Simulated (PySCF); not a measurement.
Cartesian coordinates in Å; atom numbers follow the order of the lines, from 1:
```xyz
20

C     3.203   -0.107    0.723
C     1.912    0.662    0.720
O     1.412    1.090    1.740
Si    0.957    0.936   -0.953
C    -0.426   -0.413   -1.068
O    -0.246   -1.301   -1.888
N    -1.520   -0.353   -0.260
C    -2.568   -1.332   -0.424
C    -1.730    0.673    0.729
H     3.940    0.387    0.070
H     3.031   -1.110    0.296
H     3.594   -0.194    1.746
H     0.444    2.339   -0.937
H     1.836    0.713   -2.134
H    -2.711   -1.913    0.503
H    -2.278   -2.010   -1.236
H    -3.524   -0.843   -0.676
H    -2.070    0.216    1.672
H    -2.493    1.404    0.409
H    -0.795    1.202    0.962
```

Geometry: PBE0-D3(BJ)/def2-SVP; GIAO shifts from PySCF 2.14.0 with density-fitted response routines, gas phase, non-relativistic, averaged over equivalent atoms.

At PBE0/pcSseg-1 (215 basis functions, 41 s wall time on 1 thread of an Arm Neoverse V1, shared host):
```csv
atoms,δ (ppm)
C2,241.1
C5,176.9
C1,42.9
C8/C9,34.3
O3,828.0
O6,499.2
Si4,-65.7
N7,142.5
H13/H14,4.60
H15/H16/H17/H18/H19/H20,2.93
H10/H11/H12,2.55
```

Scale: $^{13}$C (σ = 184.41 ppm), $^{29}$Si (σ = 351.99 ppm), $^{1}$H (σ = 31.27 ppm) vs TMS; H2O for $^{17}$O (σ = 334.56 ppm); $^{15}$N (σ = 265.67 ppm) against NH3 (reference shieldings calculated alike).

What do these become at PBE/pcSseg-1?

## Answers


```csv
atoms,δ at PBE/pcSseg-1,change
C2,237.5,-3.6
C5,169.5,-7.4
C1,43.9,+1.0
C8/C9,34.8,+0.5
O3,801.9,-26.1
O6,493.8,-5.4
Si4,-71.7,-6.0
N7,151.5,+9.0
H13/H14,4.76,+0.16
H15/H16/H17/H18/H19/H20,2.95,+0.02
H10/H11/H12,2.54,-0.01
```

δ = σ(ref) − σ, references computed at the same level: $^{13}$C (σref 180.03) and $^{29}$Si (σref 334.61) and $^{1}$H (σref 31.20) against TMS; $^{17}$O (σref 334.63) against H2O; $^{15}$N (σref 265.06) vs NH3.

The largest change is at O3 (carbonyl oxygen). Cost: 215 basis functions, 59 s wall time on 1 thread of an Arm Neoverse V1, shared host. The order of the carbon signals is the same at both levels.

Unscaled 17O shifts of doubly bonded oxygen tend to come out too high, by tens of ppm or more. Experimental scales use liquid or dissolved standards, which lie at an offset from isolated NH3 (liquid NH3: subtract about 20 ppm) and H2O (liquid H2O: subtract about 36 ppm).
